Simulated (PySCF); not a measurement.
C₂H₉ClOSi₂, SMILES [SiH3][C@H](O)[Si@@H](C)Cl.

The structure is a stationary point at B3LYP-D3(BJ)/def2-SVP. The structure was generated by enumeration; whether it is a known compound was not checked. One conformer was computed; it need not be the lowest.

Two levels are set side by side: PBE/def2-TZVP (PySCF) and ωB97X/def2-TZVP (PySCF). Same geometry, gas phase. Differences are taken from unrounded values.

```tsv
quantity	ωB97X
orbital gap (eV)	12.35
highest occupied level (eV)	-10.10
lowest empty level (eV)	2.25
dipole moment (D)	3.02
mean polarisability (bohr³)	90.3
```

Problem. What does PBE give, and how far is it from ωB97X? (Estimate from the structure and the level; the computed values follow.)

Solution. 
```json
[
 {"quantity": "orbital gap (eV)", "PBE": "5.54", "PBE minus ωB97X": "-6.81"},
 {"quantity": "highest occupied level (eV)", "PBE": "-6.24", "PBE minus ωB97X": "3.87"},
 {"quantity": "lowest empty level (eV)", "PBE": "-0.69", "PBE minus ωB97X": "-2.94"},
 {"quantity": "dipole moment (D)", "PBE": "2.83", "PBE minus ωB97X": "-0.20"},
 {"quantity": "mean polarisability (bohr³)", "PBE": "95.7", "PBE minus ωB97X": "5.5"}
]
```

Without exact exchange PBE keeps part of each electron's self-repulsion, which lifts occupied levels and narrows the gap. Loosely held outer electrons make PBE densities more polarisable. Differences between two approximate levels are no errors against the true value.

Rough cost on one machine, each run with all the roots and properties that it gave: ωB97X against PBE within a factor of 2.
